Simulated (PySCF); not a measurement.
## Calculated data, AlClGeH5N, AlGeH5N2, AlGeH4N2, AlClGeH4N

Computed with PySCF 2.14.0. Calculation on a computer-drawn molecule: the log of a Hartree-Fock and frozen-core CCSD(T) single point meant for a local Hartree-Fock minimum, with one planted fault or none, to be diagnosed. Offsets are logged minus clean, where the clean run is the same molecule without the fault. The reference is restricted for singlets and unrestricted otherwise, and also for a bond in bohr or an excited solution. Adding or removing an electron swaps singlet and doublet. The excited solution moves the top pair (singlet) or top alpha electron (doublet) to the lowest empty orbital. Highest occupied and lowest empty are orbital energies over both spins, largest force is the largest gradient component, triples share is (T) over the correlation energy, the T1 limit is 0.02 restricted and 0.045 unrestricted, electrons count all cores, a negative frequency is imaginary (commonest isotopes), and the dipole is about the centre of nuclear charge; on germanium a core potential holds 10 electrons, which the energies leave out, and 3d is frozen in MP2 and coupled-cluster steps.

Common to all runs: meant multiplicity 1; meant basis cc-pV(D+d)Z; meant basis and core potential on germanium cc-pVDZ-PP ECP10MDF; logged SCF converged yes; possible faults no fault, one electron removed, one electron added, multiplicity raised by two, geometry at a saddle point, SCF held on an excited solution, minimal basis STO-3G, one bond length entered in bohr, all coordinates scaled.

```json
{"entry": 1, "formula": "AlClGeH5N", "logged_structure": {"atoms_angstrom": [["N", -0.0873, 2.8683, 2.1958], ["Al", -0.4485, 2.6132, 0.4975], ["Ge", -0.5867, 0.227, -0.251], ["Cl", -0.1896, -0.9996, 1.5502], ["H", 0.0022, 3.7575, 2.6514], ["H", 0.0621, 2.1293, 2.8589], ["H", -0.6686, 3.8326, -0.4771], ["H", -1.9506, -0.2651, -0.7476], ["H", 0.4624, -0.2431, -1.2646]]}, "given": {"meant_charge": 0, "logged_electrons": 74, "logged_basis_functions": 108, "logged_spin_squared": 0.0, "logged_highest_occupied [eV]": -3.8777, "logged_lowest_empty [eV]": -5.0022, "logged_largest_force [hartree/bohr]": 0.065353, "logged_CC_converged": "no", "logged_dipole_magnitude [debye]": 3.3747, "logged_SCF_stable_within_its_kind": "no", "logged_energy_HF [hartree]": -1051.76853, "drawn_bonds_atom": [1, 2, 3, 1, 1, 2, 3, 3], "drawn_bonds_other_atom": [2, 3, 4, 5, 6, 7, 8, 9], "drawn_bonds_order": [1, 1, 1, 1, 1, 1, 1, 1]}, "results": {"planted_fault": "SCF held on an excited solution", "HF_energy_offset_from_clean_run [kcal/mol]": 302.8}, "notes": ["CCSD not converged"]}
{"entry": 2, "formula": "AlGeH5N2", "logged_structure": {"atoms_angstrom": [["N", -0.7796, -0.6889, 2.5361], ["Al", 0.3959, -1.6989, 1.6713], ["Ge", 2.6091, -0.6071, 0.802], ["N", 1.8353, 0.9873, 0.3716], ["H", -1.658, -1.0083, 2.9029], ["H", -0.6538, 0.2772, 2.7755], ["H", -0.0324, -3.2215, 1.4966], ["H", 0.873, 1.2524, 0.4597], ["H", 2.3819, 1.7315, -0.0216]]}, "given": {"meant_charge": 0, "logged_electrons": 64, "logged_basis_functions": 99, "logged_spin_squared": 2.0255, "logged_highest_occupied [eV]": -6.1996, "logged_lowest_empty [eV]": 0.36941, "logged_largest_force [hartree/bohr]": 0.023912, "logged_T1_diagnostic": 0.021445, "logged_D1_diagnostic": 0.080929, "logged_triples_share": 0.02729, "logged_CC_converged": "yes", "logged_dipole_magnitude [debye]": 1.868, "logged_SCF_stable_within_its_kind": "yes", "logged_energy_HF [hartree]": -647.10719, "logged_energy_CCSD(T) [hartree]": -647.6352, "drawn_bonds_atom": [1, 2, 3, 1, 1, 2, 4, 4], "drawn_bonds_other_atom": [2, 3, 4, 5, 6, 7, 8, 9], "drawn_bonds_order": [1, 1, 1, 1, 1, 1, 1, 1]}, "results": {"planted_fault": "multiplicity raised by two", "HF_energy_offset_from_clean_run [kcal/mol]": 23.4, "CCSD(T)_energy_offset_from_clean_run [kcal/mol]": 36.0}}
{"entry": 3, "formula": "AlGeH4N2", "logged_structure": {"atoms_angstrom": [["N", 0.0007, 2.3281, 0.9391], ["Al", 0.5664, 0.9263, 0.1233], ["N", 1.1122, -0.4267, -0.6644], ["Ge", 1.6698, -1.8053, -1.4577], ["H", -0.4803, 3.096, 0.5034], ["H", 0.1013, 2.504, 1.9238], ["H", 1.4677, -1.987, -2.9472], ["H", 2.3898, -2.9046, -0.7056]]}, "given": {"meant_charge": 1, "logged_electrons": 62, "logged_basis_functions": 94, "logged_spin_squared": 2.0254, "logged_highest_occupied [eV]": -10.324, "logged_lowest_empty [eV]": -5.4984, "logged_largest_force [hartree/bohr]": 0.088064, "logged_T1_diagnostic": 0.026087, "logged_D1_diagnostic": 0.12218, "logged_triples_share": 0.034598, "logged_CC_converged": "yes", "logged_dipole_magnitude [debye]": 8.316, "logged_SCF_stable_within_its_kind": "yes", "logged_energy_HF [hartree]": -646.16834, "logged_energy_CCSD(T) [hartree]": -646.65685, "drawn_bonds_atom": [1, 2, 3, 1, 1, 4, 4], "drawn_bonds_other_atom": [2, 3, 4, 5, 6, 7, 8], "drawn_bonds_order": [1, 2, 1, 1, 1, 1, 1]}, "results": {"planted_fault": "multiplicity raised by two", "HF_energy_offset_from_clean_run [kcal/mol]": 91.67, "CCSD(T)_energy_offset_from_clean_run [kcal/mol]": 106.0}}
{"entry": 4, "formula": "AlClGeH4N", "logged_structure": {"atoms_angstrom": [["N", 1.4709, 0.3611, 0.196], ["Ge", 2.564, -0.5368, -0.8246], ["Al", 2.032, -2.0624, -2.9038], ["Cl", 4.5236, -0.2164, -0.1238], ["H", 0.4746, 0.3666, 0.0638], ["H", 1.7742, 0.9222, 0.9745], ["H", -0.8703, -2.1821, -3.3162], ["H", 3.3532, -2.602, -3.5092]]}, "given": {"meant_charge": 1, "logged_electrons": 72, "logged_basis_functions": 103, "logged_spin_squared": 0.8684, "logged_highest_occupied [eV]": -13.684, "logged_lowest_empty [eV]": -5.1794, "logged_largest_force [hartree/bohr]": 0.013699, "logged_T1_diagnostic": 0.043509, "logged_D1_diagnostic": 0.19172, "logged_triples_share": 0.033204, "logged_CC_converged": "yes", "logged_dipole_magnitude [debye]": 5.468, "logged_SCF_stable_within_its_kind": "yes", "logged_energy_HF [hartree]": -1051.29982, "logged_energy_CCSD(T) [hartree]": -1051.7911, "drawn_bonds_atom": [1, 2, 2, 1, 1, 3, 3], "drawn_bonds_other_atom": [2, 3, 4, 5, 6, 7, 8], "drawn_bonds_order": [1, 1, 1, 1, 1, 1, 1]}, "results": {"planted_fault": "one bond length entered in bohr, row 6 of the drawn bonds", "HF_energy_offset_from_clean_run [kcal/mol]": 60.88, "CCSD(T)_energy_offset_from_clean_run [kcal/mol]": 69.46}}
```
